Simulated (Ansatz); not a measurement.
Reactions of `O[CH]1[S][GeH2]1`.

Gas-phase electronic energies from Ansatz, PBE0-D4/def2-TZVP geometries. CBS: MP2 limit from def2 TZ/QZ plus the TZ coupled-cluster correction, frozen cores. This one scheme is used for every species, atoms too. Functionals use def2-TZVPP. Open shells (•) are unrestricted, without spin–orbit coupling. Spin–orbit coupling would lower the free atoms: a little for C, O, S; clearly for Ge. Bonds to Ge are less sure, by a few kJ/mol each and by 10 to 20 or more in all where they break to atoms, as the def2 sets lack core-valence functions. Scalar relativity is left out up to krypton. One conformer a species, not always the lowest.

```
                                           reaction  PBE-D4 (kJ/mol)
`O[CH]1[S][GeH2]1` + H–F → `F[CH]1[S][GeH2]1` + H₂O               -4
                `O[CH]1[S][GeH2]1` → `C[S][Ge][OH]`             -218
     `O[CH]1[S][GeH2]1` → C• + Ge• + 4 H• + O• + S•             2659
 `O[CH]1[S][GeH2]1` + H₂ → `[CH2]1[S][GeH2]1` + H₂O             -100
```

(1) Give the CCSD(T)/CBS values in the same order. (Estimate.)

Largest T1 diagnostic: 0.014, for `C[S][Ge][OH]`.

Results:

(1) Ansatz gave: 1, -219, 2598, -120 kJ/mol.
